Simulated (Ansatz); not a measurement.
Basis sets compared for `CCc1ccc(CCc2ccc(CC)cc2)cc1`. The state is a singlet with charge 0. Geometry r2SCAN-D4/def2-SVP. Ansatz on 2 threads of AMD EPYC 7R13 on a shared host and a share (18 GiB) of an NVIDIA H100 80GB HBM3; times are rough, and most runs start from earlier orbitals.

```xyz
40

C     1.8301    0.0299    6.4252
C     2.2660   -1.2205    5.6546
C     1.8324   -1.1870    4.2100
C     2.6451   -0.6060    3.2239
C     2.2238   -0.5319    1.8946
C     0.9743   -1.0368    1.5024
C     0.4993   -0.9122    0.0785
C    -0.2620    0.4068   -0.1787
C    -0.7339    0.5235   -1.6043
C    -1.9786    0.0083   -1.9979
C    -2.3900    0.0602   -3.3314
C    -1.5705    0.6260   -4.3205
C    -2.0405    0.7369   -5.7496
C    -2.7988    2.0417   -6.0149
C    -0.3259    1.1414   -3.9264
C     0.0858    1.0896   -2.5930
C     0.1588   -1.6121    2.4892
C     0.5804   -1.6862    3.8184
H     2.2572    0.9395    5.9731
H     2.1555   -0.0146    7.4769
H     0.7336    0.1387    6.4106
H     3.3641   -1.3197    5.7059
H     1.8474   -2.1176    6.1427
H     3.6312   -0.2174    3.5023
H     2.8827   -0.0862    1.1408
H    -0.1629   -1.7575   -0.1766
H     1.3568   -0.9657   -0.6143
H    -1.1207    0.4612    0.5126
H     0.3996    1.2533    0.0742
H    -2.6359   -0.4409   -1.2447
H    -3.3674   -0.3476   -3.6134
H    -1.1723    0.6719   -6.4281
H    -2.6911   -0.1217   -5.9901
H    -2.1615    2.9159   -5.8059
H    -3.6863    2.1190   -5.3664
H    -3.1338    2.1048   -7.0627
H     0.3318    1.5901   -4.6795
H     1.0634    1.4968   -2.3108
H    -0.8177   -2.0213    2.2062
H    -0.0694   -2.1527    4.5675
```

Single mean-field runs in def2-TZVP are fitted with def2-universal-jkfit.

Binding counts from free atoms (C triplet, H doublet) in the same basis, without a counterpoise term.

```json
{"level": "PBE-D4/def2-SVP", "functions": "362", "energy (Eh)": "-697.7930", "HOMO (eV)": "-5.56", "LUMO (eV)": "-1.06", "binding per atom (eV)": "4.97", "wall time": "2.8 s"}
{"level": "PBE0-D4/def2-SVP", "functions": "362", "energy (Eh)": "-697.8924", "HOMO (eV)": "-6.53", "LUMO (eV)": "-0.19", "binding per atom (eV)": "4.89", "wall time": "6 s"}
```

Q: Estimate the rows for PBE-D4/def2-TZVP, PBE0-D4/def2-TZVP.

A: 
```
            level  functions  energy (Eh)  HOMO (eV)  LUMO (eV)  binding per atom (eV)  wall time
 PBE-D4/def2-TZVP        690    -698.5279      -5.60      -1.18                   4.90      4.6 s
PBE0-D4/def2-TZVP        690    -698.6148      -6.53      -0.29                   4.83      4.5 s
```
